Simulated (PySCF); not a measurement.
Electronic structure of Sn²⁺ (tin, charge +2) at the UHF level

Configuration: [Kr] 4d9 5s2 6s1, high-spin 3D determinant (an excited configuration). Computed with PySCF 2.14 in aug-cc-pwCVTZ-DK3 with one added diffuse shell each of s, p, d, f type (11s10p8d5f1g, 125 functions), with scalar relativity by spin-free X2C-1e.

```json
{"Total energy": "-6171.418139 hartree", "One-electron energy": "-8436.3289 hartree", "Hartree (Coulomb) energy": "2427.9520 hartree", "Exchange energy": "-163.0412 hartree", "⟨S²⟩": "2.0018", "⟨L²⟩": "6.024", "Sum of ⟨r⟩": "32.28 bohr", "Sum of ⟨r²⟩": "56.91 bohr²", "Traceless quadrupole moment −½Σ⟨3z² − r²⟩ along its main axis": "-0.513 e·bohr²", "Langevin diamagnetic susceptibility": "-45.1 ×10⁻⁶ cm³/mol"}
```

| shell | electrons | mean orbital energy (eV) | spread (eV) | rms radius, mean of both spins (bohr) |
| --- | --- | --- | --- | --- |
| 1s α | 1 | -29373.3 | 0 | 0.0336 |
| 1s β | 1 | -29373.3 | 0 | 0.0336 |
| 2s α | 1 | -4554.2 | 0 | 0.136 |
| 2s β | 1 | -4553.7 | 0 | 0.136 |
| 2p α | 3 | -4087.2 | 0.535 | 0.121 |
| 2p β | 3 | -4086.6 | 0.075 | 0.121 |
| 3s α | 1 | -943.75 | 0 | 0.361 |
| 3s β | 1 | -943.43 | 0 | 0.361 |
| 3p α | 3 | -786.84 | 1.016 | 0.362 |
| 3p β | 3 | -786.50 | 0.678 | 0.362 |
| 3d α | 5 | -545.04 | 1.187 | 0.341 |
| 3d β | 5 | -544.35 | 1.845 | 0.341 |
| 4s α | 1 | -190.72 | 0 | 0.868 |
| 4s β | 1 | -188.06 | 0 | 0.868 |
| 4p α | 3 | -140.37 | 2.122 | 0.941 |
| 4p β | 3 | -137.25 | 1.635 | 0.941 |
| 4d α | 5 | -64.737 | 2.528 | 1.14 |
| 4d β | 4 | -63.306 | 1.887 | 1.14 |
| 5s α | 1 | -35.333 | 0 | 2.24 |
| 5s β | 1 | -34.576 | 0 | 2.24 |
| 6s α | 1 | -13.076 | 0 | 5.10 |

The outer electron is Rydberg-like, and this basis confines it to a smaller radius and binds it less than a complete one would.

Densities and radii are taken from the X2C orbitals without a picture-change correction, which distorts them close to the nucleus.

Spin-orbit constants ζ (cm⁻¹) from the X2C one-electron operator on these orbitals: bare nucleus, nucleus screened by l(l+1)(2l+1)/3 electrons, and screened by the Breit-Pauli mean field of the electrons.

```tsv
shell	bare	screened nucleus	mean field
2p	1237000	1187000	n/a
3p	228700	219600	n/a
3d	34320	27460	n/a
4p	39450	37870	n/a
4d	4324	3459	n/a
```

To first order the Landé constant is A = -1729 cm⁻¹, so the lowest level has J = 3 and lies 0.429 eV below the centre of the term. This holds in LS coupling only.
